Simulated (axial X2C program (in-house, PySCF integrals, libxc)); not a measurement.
**SnC along the bond: HF, with spin–orbit coupling**

Calculated with an in-house all-electron X2C program for linear molecules (integrals from PySCF). Two-component (2c) means X2C with spin–orbit coupling and atomic mean-field two-electron Coulomb and Gaunt terms. Basis: Sn dyall-cv3z [11s12p9d4f1g], C dyall-v3z [7s6p2d1f] (cores contracted in-house); Gaussian nuclei, density fitting, unrestricted open shells. Masses: Sn 119.902 u, C 12.000 u.

State: Ω = 2 (⟨Sz⟩ = 1.00, ⟨Lz⟩ = 1.00 at HF). Dipoles are positive if C is the positive end.

Results along the bond:

| R (Å) | μ (D) | HOMO (eV) | LUMO (eV) |
| --- | --- | --- | --- |
| 1.757 | -0.778 | -7.63 | -0.59 |
| 1.838 | -0.938 | -7.49 | -0.57 |
| 1.899 | -1.101 | -7.43 | -0.56 |
| 1.959 | -1.300 | -7.41 | -0.56 |
| 2.020 | -1.530 | -7.40 | -0.56 |
| 2.091 | -1.832 | -7.42 | -0.57 |
| 2.161 | -2.162 | -7.46 | -0.59 |
| 2.252 | -2.612 | -7.53 | -0.63 |
| 2.363 | -3.170 | -7.63 | -0.69 |
| 2.525 | -3.910 | -7.77 | -0.78 |

One determinant describes the state; a PBE0 search over occupations chose it and may have missed a lower one. Other states lie close and PBE0, whose exact exchange favours high spin, may order them wrongly; the determinant shown need not be the ground state. The nearest other 2c determinant of the search, Ω = 1, lies 0.26 eV up at the distance of the search. With several unpaired electrons one determinant need not be a pure state. Open-shell Ω = 0 determinants with evenly filled partner blocks cannot be reached by this program, so the Ω shown need not be the lowest component. The determinant is spin-polarised beyond a pure state at some levels (its spin-free form has ⟨S²⟩ too high), which makes Re and μ there less reliable.
